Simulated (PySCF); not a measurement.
**Germanium: a sound run and one with changed settings**

Sound run: Ge [Ar] 3d10 4s2 4p2, Ge⁺ [Ar] 3d10 4s2 4p1. Calculation: PySCF 2.14, in 6-31G*; the non-relativistic Hamiltonian (point nucleus). The sound run starts from symmetry-adapted Hartree-Fock orbitals and uses a fine grid where one is needed.

A second run was set up differently.

```csv
species,method,sound run (hartree),changed run (hartree),converged
Ge,UHF,-2075.03570,-2075.03570,yes
Ge,PBE,-2076.32440,-2076.36109,yes
Ge,M06-L,-2076.57058,-2076.61887,yes
Ge⁺,UHF,-2074.76210,-2074.76210,yes
Ge⁺,PBE,-2076.03197,-2076.06816,yes
Ge⁺,M06-L,-2076.28940,-2076.34171,yes
```

Ionisation energy of Ge:

| method | sound run (eV) | changed run (eV) |
| --- | --- | --- |
| UHF | 7.445 | 7.445 |
| PBE | 7.957 | 7.971 |
| M06-L | 7.651 | 7.542 |

**Question.** What was changed?
A. radial grid too coarse
B. too few SCF iterations
C. all electrons correlated in a valence basis
D. minimal basis

**Answer.** A. It used radial step 0.5 in ln r (0.13 in the sound run). A coarse radial grid mis-integrates the density and the exchange-correlation energy, with errors of either sign; Hartree-Fock needs no grid.
